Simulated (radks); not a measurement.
The numbers below are computed, except where a source is named.
Species: Ge4+. Configuration: [Ar] 3d9 4f1 (not the ground configuration).

Level of theory: scalar-relativistic Kohn-Sham, r2SCAN, spin-polarised, spherical densities, finite nucleus; open shells are filled with parallel spins first; meta-GGA in the generalised Kohn-Sham scheme; Fermi nuclear charge, rms radius 4.0742 fm (a radial shooting solver on a logarithmic mesh with Libxc functionals).

Energy parts (eV):
part                       energy
total                  -56948.159
kinetic                 57986.621
electron-nucleus      -135387.518
Hartree                 22569.634
exchange-correlation    -2116.896

Orbitals (lengths in bohr, moments of r in powers of bohr):
| orbital | occ. | eigenvalue (eV) | <1/r> | <r^4> |
|---|---|---|---|---|
| 1s up | 1 | -11062.96 | 32.38 | 0.00002281 |
| 1s down | 1 | -11062.96 | 32.38 | 0.00002281 |
| 2s up | 1 | -1455.051 | 7.122 | 0.004682 |
| 2s down | 1 | -1453.932 | 7.126 | 0.004671 |
| 2p up | 3 | -1278.368 | 6.967 | 0.003447 |
| 2p down | 3 | -1277.533 | 6.970 | 0.003437 |
| 3s up | 1 | -242.1017 | 2.308 | 0.3049 |
| 3s down | 1 | -240.2931 | 2.303 | 0.3069 |
| 3p up | 3 | -187.1188 | 2.160 | 0.3789 |
| 3p down | 3 | -185.3014 | 2.154 | 0.3823 |
| 3d up | 5 | -97.1596 | 1.868 | 0.7044 |
| 3d down | 4 | -95.2691 | 1.862 | 0.7165 |
| 4f up | 1 | -18.7281 | 0.3263 | 278.4 |

The highest occupied level is 4f up at -18.728 eV. The electron density at the nucleus is 3.204e+04 e/bohr^3 (large components only). The spin density at the nucleus is -0.325 e/bohr^3 (1s 0.003, 2s -1.474, 3s 1.145). The density falls to 0.001 e/bohr^3 at r = 4.26 bohr. Summed over all electrons, <r^2> = 22.93 bohr^2, which gives a Langevin (diamagnetic) susceptibility term of -18.2 x 10^-6 cm^3/mol.
